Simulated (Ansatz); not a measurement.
Compare A (`C[SiH2]C(C)O`) with its isomer B (`CC(C)(O)[SiH3]`).

Computed with Ansatz on PBE0-D4/def2-TZVP structures; ΔE is electronic, products minus reactants. CCSD(T)/CBS adds triple-zeta CCSD(T) − MP2 to the extrapolated MP2 energy (def2 sets, frozen cores). DFT in def2-TZVPP. B3LYP here is the variant with VWN-RPA as its local correlation; programs differ in this. Each species was taken in one conformer, which may not be the lowest.

Which isomer does CCSD(T)/CBS put lower? Give the gap. (An estimate is asked.)

Ansatz gave: A, by 28.0 kJ/mol.

Give E(B) − E(A) in kJ/mol with BLYP-D4, CCSD(T)/def2-SVP, PBE-D4, CCSD(T)/def2-TZVPP, LDA (SPW92), MP2/def2-TZVPP, B3LYP. (Estimate.)

Computed: BLYP-D4 30.6, CCSD(T)/def2-SVP 11.7, PBE-D4 32.5, CCSD(T)/def2-TZVPP 26.3, LDA (SPW92) 25.6, MP2/def2-TZVPP 26.5, B3LYP 34.7. None reverses the order clearly.

Does the order hold for the free energy at 298.15 K (harmonic terms from PBE0-D4)? (An estimate is asked.)

Ansatz gave: Yes: G(B) − G(A) = +26.3 kJ/mol, for one conformer each.

Largest T1 diagnostic: 0.010.

The D4 term adds −4.0 kJ/mol with B3LYP and −2.0 kJ/mol with PBE0; it sums over pairs of atoms, weighted by their polarisabilities, and B3LYP, whose exchange is more repulsive, gets the larger term. Leaving LDA and LC-ωPBE aside and taking each functional with its dispersion term where it has one, the values, not all of them listed here, spread over 4.5 kJ/mol, from ωB97X-V to PBE-D4. LDA lies −9.4 kJ/mol from PBE without D4.
